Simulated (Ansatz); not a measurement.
`[NH2][In]([NH2])[Cl]`. The species carries charge 0 and has multiplicity 1. In: def2 effective core potential.

Z-matrix (Å, degrees):
```
N
In 1 2.009
H 1 1.011 2 114.5
H 1 1.010 2 116.6 3 129.0
N 2 2.009 1 129.2 3 -158.1
Cl 2 2.335 1 115.4 3 21.9
H 5 1.010 2 116.6 1 -29.1
H 5 1.011 2 114.5 1 -158.1
```

(1) What are the harmonic wavenumbers in cm⁻¹ at PBE0-D4/def2-TZVP (Ansatz, finite differences of forces, unscaled)? (Best estimate.)

(2) Is this a minimum?

(3) Give the ideal-gas thermochemistry at 298.15 K and 1 bar (rigid rotor, harmonic oscillator; point group C2, symmetry number 2).

(4) And at 400, 500, 600, 800 and 1000 K?

(5) Rotational constants (cm⁻¹)?

Answers

(1) Ansatz gave: 103, 110, 136, 241, 270, 355, 433, 453, 608, 637, 779, 821, 1552, 1555, 3561, 3562, 3664, 3664.

(2) Yes, all 18 modes are real.

(3) Zero-point energy 134.6 kJ/mol; H(298) − E = 156.2 kJ/mol; entropy 353.2 J/(mol·K), of which translation 173.8, rotation 108.5, vibration 70.9; G(298) − E = 50.8 kJ/mol.

(4) 
```json
{"T (K)": "400", "H − E (kJ/mol)": "167.4", "S (J/mol/K)": "385.6", "G − E (kJ/mol)": "13.2"}
{"T (K)": "500", "H − E (kJ/mol)": "179.4", "S (J/mol/K)": "412.4", "G − E (kJ/mol)": "-26.8"}
{"T (K)": "600", "H − E (kJ/mol)": "192.1", "S (J/mol/K)": "435.5", "G − E (kJ/mol)": "-69.2"}
{"T (K)": "800", "H − E (kJ/mol)": "218.9", "S (J/mol/K)": "474.0", "G − E (kJ/mol)": "-160.3"}
{"T (K)": "1000", "H − E (kJ/mol)": "247.4", "S (J/mol/K)": "505.7", "G − E (kJ/mol)": "-258.3"}
```

(5) 0.1489, 0.08231, 0.05318.
